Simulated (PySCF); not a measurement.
Trend along the halogens: MHf molecules

PBE0 with triple-zeta basis sets in PySCF, for the lowest determinant that a PBE0 search found; no spin–orbit coupling. De refers to high-spin ground-configuration atoms. A positive dipole means M(−)Hf(+).

```json
{"M": "F", "basis": "x2c-TZVPPall", "state (unpaired electrons)": "doublet (δ ↑)", "Re (Å)": "1.829", "ωe (cm⁻¹)": "711", "De (eV)": "n/a", "μ (D)": "1.56"}
{"M": "Cl", "basis": "def2-TZVPPD", "state (unpaired electrons)": "doublet (δ ↑)", "Re (Å)": "2.304", "ωe (cm⁻¹)": "376", "De (eV)": "n/a", "μ (D)": "1.67"}
{"M": "Br", "basis": "def2-TZVPPD", "state (unpaired electrons)": "doublet (δ ↑)", "Re (Å)": "2.465", "ωe (cm⁻¹)": "248", "De (eV)": "n/a", "μ (D)": "1.62"}
```

The shortest bond is that of HfF (1.829 Å), the longest that of HfBr (2.465 Å).

The rows differ in basis set, which adds steps of its own.

Down a group the atoms grow and get heavier, so bonds lengthen and wavenumbers fall; this series shows no clear exception.

De is left out where the level can put another filling of the metal’s s and d shells below the measured ground configuration, by anything from nothing to about 1 eV. These are scalar-relativistic numbers at best; spin–orbit coupling would shift them, the dissociation energy most. With d or f electrons several states lie close, and the lowest PBE0 determinant need not be the measured ground state.
